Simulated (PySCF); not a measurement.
Compound: methyl p-tolyl sulfide, C8H10S.
Cartesian coordinates in Å at the PBE0-D3(BJ)/def2-SVP level; atoms count from 1:
```
atom  x, y, z in Å
C1     3.581    0.574    0.326
S2     2.702   -0.262   -1.000
C3     1.017   -0.151   -0.495
C4     0.064   -0.733   -1.346
C5    -1.286   -0.691   -1.030
C6    -1.744   -0.071    0.142
C7    -3.205   -0.050    0.485
C8    -0.787    0.505    0.979
C9     0.575    0.471    0.675
H10    4.644    0.526    0.054
H11    3.442    0.067    1.292
H12    3.287    1.630    0.410
H13    0.392   -1.222   -2.268
H14   -2.007   -1.151   -1.712
H15   -3.416    0.650    1.306
H16   -3.818    0.248   -0.379
H17   -3.556   -1.047    0.802
H18   -1.109    1.001    1.899
H19    1.281    0.939    1.361
```

Computed, not measured: PySCF 2.14.0, density-fitted response routines, TDDFT wB97X-D/def2-SVPD, vertical, gas phase, core orbitals frozen in the response.

Frontier orbitals with the atoms that hold most of them (Löwdin shares over 4%, at most four atoms; ? is withheld):

| orbital | ε (eV) | atoms |
| --- | --- | --- |
| HOMO-3 | -10.94 | S2 50%, C3 12%, C1 11%, C9 7% |
| HOMO-2 | -9.91 | S2 27%, C3 15%, C6 14%, C8 10% |
| HOMO-1 | -9.14 | ? |
| HOMO | -7.62 | ? |
| LUMO | ? | C5 20%, C9 18%, C4 17%, C8 15% |
| LUMO+1 | 1.49 | C3 21%, C6 19%, C8 11%, C4 11% |
| LUMO+2 | 2.13 | S2 47%, C1 14%, H12 8%, H11 8% |

Question: Give the leading atoms of the HOMO-1.

Answer: C5 (bonded to 2 C and H) 22%; C9 (bonded to 2 C and H) 21%; C4 (bonded to 2 C and H) 20%; C8 (bonded to 2 C and H) 18%.

Question: Which atoms hold the HOMO, and with what shares?

Answer: S2 (bonded to 2 C) 40%; C3 (bonded to 2 C and S) 13%; C6 (bonded to 3 C) 12%; C4 (bonded to 2 C and H) 7%. By element: sulfur 40%, carbon 31% or more.

Question: What is the LUMO energy, and the HOMO–LUMO gap?

Answer: ε(LUMO) = 1.39 eV; the gap is 9.02 eV (0.3314 hartree).

Question: How does S1 compare with the orbital gap of 9.02 eV?

Answer: S1 is at 4.83 eV (f = 0.016), 4.19 eV below the gap, made of HOMO→LUMO (83%), HOMO-1→LUMO+1 (13%). 

Question: Give energy, strength and leading configuration of S1, S2 and S7, and follow the Löwdin shares of the leading atoms from the occupied to the empty orbital.

Answer: 
- S1 (4.83 eV, f 0.016), HOMO→LUMO (83%): S2 40% → at most 16%, C3 13% → at most 16%, C5 at most 7% → 20%, C9 at most 7% → 18%
- S2 (5.30 eV, f 0.317), HOMO→LUMO+1 (91%): S2 40% → at most 11%, C3 13% → 21%, C6 12% → 19%
- S7 (6.61 eV, f 0.402), HOMO-1→LUMO (78%): C5 22% → 20%, C9 21% → 18%

One conformer stands for the species.
